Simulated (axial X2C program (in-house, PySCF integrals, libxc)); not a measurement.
**TcBr⁺: cheaper levels and CCSD(T), two-component**

Computed with an axial X2C code built on PySCF integrals. Two-component (2c) means X2C with spin–orbit coupling and atomic mean-field two-electron Coulomb and Gaunt terms. Basis: Tc dyall-cv3z [12s12p8d5f3g], Br dyall-cv3z [8s9p6d4f1g] (cores contracted in-house); Gaussian nuclei, density fitting, unrestricted open shells. Masses: Tc 98.907 u, Br 78.918 u.

State: Ω = 5/2 (⟨Sz⟩ = 2.50, ⟨Lz⟩ = 0.00 at HF); fragments Tc+ + Br.

```tsv
level	Re (Å)	ωe (cm⁻¹)	De (eV)
PBE0	2.322	318.5	3.03
HF	2.425	288.4	1.10
MP2	2.341	311.5	2.62
CCSD	2.352	309.8	2.46
LDA	2.281	332.7	4.12
```

Correlated methods: 13 electrons correlated (number of frozen shells: Tc 4 s, 3 p, 1 d; Br 3 s, 2 p, 1 d), 297 virtual spin orbitals or spinors in MP2, 90 natural virtuals in coupled cluster.

CCSD(T), same Hamiltonian and basis:

Re = 2.348 Å, ωe = 310.9 cm⁻¹, De = 2.62 eV; T1 = 0.027 (Lee–Taylor normalisation).

Q: Give the differences from CCSD(T) in the columns below.

A: 

```tsv
level	ΔRe (Å)	Δωe (cm⁻¹)	ΔDe (eV)
PBE0	-0.026	8	0.41
HF	0.077	-22	-1.52
MP2	-0.007	1	0.00
CCSD	0.004	-1	-0.16
LDA	-0.067	22	1.50
```

The state is a single determinant with fixed occupations, the lowest that a limited PBE0 search found. Dissociation energies refer to the lowest single-determinant-based atoms at the same level and basis. Density functionals use the spin component along the axis (collinear). CCSD and (T) use frozen natural virtuals with an MP2 correction for the truncation; (T) itself is uncorrected, so its De runs slightly low. The functionals have no current-density term, which raises determinants with orbital currents, atoms included. With several unpaired electrons one determinant need not be a pure state. This is the top spin component of a Σ state; components of lower Ω are not single determinants and can lie lower.
